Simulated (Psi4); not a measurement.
O2, charge -1, doublet, geometry from GFN2-xTB (a state made from the parent by changing its charge; the spin is typed, not shown lowest) (a gas-phase anion, which may not be bound at this level), atoms displaced at random by about 0.1 Å a coordinate; B3LYP/3-21G (Psi4).

Psi4 was given this input:
```
memory 2 GB

molecule mol {
-1 2
  O     0.009896    0.108486   -0.759299
  O     0.041647    0.102834    0.662186
}

set basis 3-21g
set reference uks
set intrafrag_hess lindh

optimize('b3lyp')
print_variables()
```

The log (banner, timings and long lists left out):

```
gradient() will perform analytic gradient computation.

   => Loading Basis Set <=

    Name: 3-21G
    Role: ORBITAL
    Keyword: BASIS

         ---------------------------------------------------------
                                   SCF
               by Justin Turney, Rob Parrish, Andy Simmonett
                          and Daniel G. A. Smith
                              UKS Reference
         ---------------------------------------------------------

  ==> Geometry <==

    Molecular point group: d2h
    Full point group: D_inf_h

    Geometry (in Angstrom), charge = -1, multiplicity = 2:

       Center              X                  Y                   Z               Mass
    ------------   -----------------  -----------------  -----------------  -----------------
         O            0.000000000000     0.000000000000    -0.710925396285    15.994914619570
         O            0.000000000000     0.000000000000     0.710925396285    15.994914619570

  Running in d2h symmetry.

  Rotational constants: A = ************  B =      1.04265  C =      1.04265 [cm^-1]
  Rotational constants: A = ************  B =  31257.71449  C =  31257.71449 [MHz]
  Nuclear repulsion =   23.819195136277902

  Charge       = -1
  Multiplicity = 2
  Electrons    = 17
  Nalpha       = 9
  Nbeta        = 8

  ==> Algorithm <==

  SCF Algorithm Type is DF.
  DIIS enabled.
  MOM disabled.
  Fractional occupation disabled.
  Guess Type is SAD.
  Energy threshold   = 1.00e-08
  Density threshold  = 1.00e-08
  Integral threshold = 1.00e-12

  ==> Primary Basis <==

  Basis Set: 3-21G
    Blend: 3-21G
    Number of shells: 10
    Number of basis functions: 18
    Number of Cartesian functions: 18
    Spherical Harmonics?: false
    Max angular momentum: 1

  ==> DFT Potential <==

   => LibXC <=

    Version 7.1.2
    S. Lehtola, C. Steigemann, M. J. T. Oliveira, and M. A. L. Marques,  SoftwareX 7, 1–5 (2018) (10.1016/j.softx.2017.11.002)

   => Composite Functional: B3LYP <=

    B3LYP Hyb-GGA Exchange-Correlation Functional

    P. J. Stephens, F. J. Devlin, C. F. Chabalowski, and M. J. Frisch,  J. Phys. Chem. 98, 11623 (1994) (10.1021/j100096a001)

    Deriv               =              1
    GGA                 =           TRUE
    Meta                =          FALSE

    Exchange Hybrid     =           TRUE
    MP2 Hybrid          =          FALSE

   => Exchange Functionals <=

    0.0800   Slater exchange
    0.7200         Becke 88

   => Exact (HF) Exchange <=

[...]
  @DF-UKS Final Energy:  -149.44618890607848
    Total Energy =                       -149.4461889060784756
  @DF-UKS Final Energy:  -149.44621048529194
    Total Energy =                       -149.4462104852919424
  @DF-UKS Final Energy:  -149.44622069856899
    Total Energy =                       -149.4462206985689932
[...]

    			-----------------------------------------

	                            ===> Fragment 1 <==

	 Z (Atomic Numbers)          Masses                          Geom
	       8.000000            15.994915          0.00000000  0.00000000 -1.34951134
	       8.000000            15.994915          0.00000000  0.00000000  1.34951134

	 - Coordinate -           - BOHR/RAD -       - ANG/DEG -
	 R(1,2)           =         2.699023           1.428261

	        --- Internal Coordinate Step in ANG or DEG, aJ/ANG or AJ/DEG ---
	-------------------------------------------------------------------------------
	           Coordinate      Previous         Force          Change          New
	           ----------      --------        ------          ------        ------
	               R(1,2)       1.42826        0.00040        0.00006       1.42832
	-------------------------------------------------------------------------------

	                                 ==> Convergence Check <==

	Measures of convergence in internal coordinates in au.

	Criteria marked as inactive (o), active & met (*), and active & unmet ( ).

	----------------------------------------------------------------------------------------------
	   Step    Total Energy     Delta E     Max Force     RMS Force      Max Disp      RMS Disp
	----------------------------------------------------------------------------------------------
	  Convergence Criteria     1.00e-06 *    3.00e-04 *             o    1.20e-03 *             o
	----------------------------------------------------------------------------------------------
	     3    -149.44622070   -1.02e-05      4.90e-05 *    4.90e-05 o    1.14e-04 *    1.14e-04 o  ~
	----------------------------------------------------------------------------------------------

Next Geometry in Ang
	Fragment 1 (Ang)

	    O   0.0000000000   0.0000000000  -0.7141607620
	    O   0.0000000000   0.0000000000   0.7141607620

    Final optimized geometry and variables:
    Molecular point group: d2h
    Full point group: D_inf_h

    Geometry (in Angstrom), charge = -1, multiplicity = 2:

    O            0.000000000000     0.000000000000    -0.714130649054
    O            0.000000000000     0.000000000000     0.714130649054

  Variable Map:
  ----------------------------------------------------------------------------
[...]
  Array Variable Map:
  ----------------------------------------------------------------------------
[...]
Optimizer: Optimization complete!
```
